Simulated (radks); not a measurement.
Values are calculated unless marked as measured or tabulated.
Tc42+, configuration 1s1. Level of theory: scalar-relativistic Kohn-Sham, r2SCAN, spin-polarised, spherical densities, finite nucleus; open shells are filled with parallel spins first (spin-orbit coupling, left out, can overturn this in heavy ions); meta-GGA in the generalised Kohn-Sham scheme; Fermi nuclear charge, rms radius 4.4112 fm (a radial shooting solver on a logarithmic mesh with Libxc functionals). Some entries of the table are withheld. Estimate them.

orbital  occ.  eigenvalue (eV)  <r> (bohr)  r(max) (bohr)
1s up       1        -25558.67     0.03372            (1)
2s up       0        -6202.810      0.1359         0.1170
2p up       0        -6087.346      0.1145        0.09048

Answer. 
(1) 1s up r(max) (bohr): 0.02207
